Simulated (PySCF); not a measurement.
Delta-SCF ions had no search for a lower state. Excitations are Tamm–Dancoff values on a coarser integration grid. The basis has no diffuse functions, so Rydberg states are missing or too high.

C10H8BF, SMILES `Bc1ccc(F)c2cccc-2c1` (charge 0, multiplicity 1)

The numbers are results of PBE-D3(BJ)/def2-TZVP // B3LYP-D3(BJ)/def2-SVP run with PySCF 2.14.0, not measurements.

```yaml
HOMO: -5.52 eV
dipole_moment: 1.24 D
HOMO–LUMO gap: 2.26 eV
LUMO: -3.27 eV
S1 excitation (TDA): 2.57 eV
S1 oscillator strength: 0.015
brightest of the four lowest singlets (TDA): 4.39 eV
T1 excitation (TDA): 2.02 eV
S1–T1 gap (TDA): 0.55 eV
vertical ionisation energy (Delta-SCF): 7.83 eV
total_energy: -510.0941 Ha
cost: roughly 28 core-minutes
```

```xyz
20

B     -3.1247    -1.1540     0.2845
C     -1.8009    -0.4041     0.0696
C     -1.8716     0.9298    -0.4151
C     -0.8866     1.8638    -0.7107
C      0.5036     1.7237    -0.6012
F      1.1994     2.8091    -0.9636
C      1.2581     0.6367    -0.1766
C      2.6608     0.5733    -0.0942
C      3.0153    -0.7055     0.3826
C      1.8558    -1.4620     0.6066
C      0.7253    -0.6762     0.2749
C     -0.5968    -1.0906     0.3685
H     -4.1780    -0.6140     0.0448
H     -3.1215    -2.2898     0.6947
H     -2.8905     1.2893    -0.5883
H     -1.2084     2.8416    -1.0776
H      3.3414     1.3806    -0.3568
H      4.0363    -1.0498     0.5503
H      1.8105    -2.4867     0.9746
H     -0.7276    -2.1151     0.7329
```
